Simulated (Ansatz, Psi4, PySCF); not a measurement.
HIn, triplet, geometry from GFN2-xTB (such geometries of metal compounds can be far from the true shape) (the spin is typed, not shown lowest) (core potentials on In). Base run: B3LYP5/def2-SVP in PySCF.

The PySCF input:
```python
from pyscf import gto, scf, dft

mol = gto.M(
    atom='''
In   -0.000000   -0.000000   -0.039441
H     0.000000    0.000000    1.932616
''',
    basis='def2-svp',
    ecp={'In': 'def2-svp'},
    charge=0,
    spin=2,
    verbose=4,
)

mf = dft.UKS(mol)
mf.xc = 'b3lyp5'
mf.kernel()
```

The same geometry, method and basis name were run in Ansatz (a program for electronic structure) and Psi4 and PySCF, at each program's defaults and at the settings that a row names. The base is PySCF at its defaults. Differences at the defaults can come from grids, fitting, cores and function types together.

```csv
code and settings,ΔE vs base (mEh),basis functions,E (Eh),SCF cycles,dipole (D)
"PySCF, defaults (exact integrals, its default grid, spherical functions)",0.000,31,-190.61927,10,0.26
"Psi4, defaults (density fitting with its default set, its default grid, spherical functions)",-0.053,31,-190.61932,8,0.26
"Ansatz, defaults (factorised integrals, its default grid, spherical functions)",0.000,31,-190.61927,-,-
"PySCF, density fitting with def2-universal-jkfit",-0.052,31,-190.61932,10,0.26
"PySCF, fine grid",0.000,31,-190.61927,10,0.26
"Psi4, exact integrals, spherical functions, fine grid",0.000,31,-190.61927,10,0.26
"Ansatz, high accuracy",0.000,31,-190.61927,-,-
```

Open shells are given as the SCF converged; they aren't shown to be the lowest states, and a large step between rows can be another state.
